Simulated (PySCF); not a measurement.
TaF₄Br, SMILES [F][Ta]([F])([F])([Br])[F], multiplicity 1. Coordinates come from a PBE0-D3(BJ)/def2-SVP optimisation. The spin state was assumed, not searched. The def2 effective core potentials stand for the cores of Ta; spin–orbit coupling is left out.

Computed equilibrium geometry at PBE0-D3(BJ)/def2-SVP (PySCF confirms it by a frequency run) as a Z-matrix, and its point group:
point group C2v.
```
Ta
F 1 1.8648
F 1 1.8648 2 140.27
F 1 1.8726 2 85.45 3 -77.26
F 1 1.8726 2 85.45 4 154.53
Br 1 2.4103 2 109.86 4 -102.74
```
